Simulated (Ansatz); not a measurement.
Consider the redistribution: `C[SiH](C)[SiH2]Cl` + `FB(Cl)Br` → `C[SiH](C)[SiH2]F` + `ClB(Cl)Br`.

Computed with Ansatz on PBE0-D4/def2-TZVP structures; ΔE is electronic, products minus reactants. CCSD(T)/CBS adds triple-zeta CCSD(T) − MP2 to the extrapolated MP2 energy (def2 sets, frozen cores). DFT in def2-TZVPP. For Br outer-core shells are correlated without core-valence functions, which leaves a few kJ/mol of doubt a bond. Scalar relativity is left out up to krypton. One conformer a species, not always the lowest.

Q: Is it downhill or uphill in electronic energy at CCSD(T)/CBS, and by how much? (An estimate is asked.)

A: Ansatz gave: Uphill: ΔE = +29.5 kJ/mol.

Q: What do these levels give: r2SCAN-D4, PBE0-D4, ωB97M-V, PBE, HF/CBS(def2), CCSD/CBS(def2)? (Estimate.)

A: Ansatz gave: r2SCAN-D4 34.0, PBE0-D4 35.4, ωB97M-V 35.0, PBE 31.5, HF/CBS(def2) 37.5, CCSD/CBS(def2) 30.6 kJ/mol.

Largest T1 diagnostic among the species: 0.011.

In def2-TZVPP, CCSD(T) changes the Hartree–Fock value by −7.6 kJ/mol (the triples alone add −1.1 kJ/mol) and MP2 by −11.1 kJ/mol.
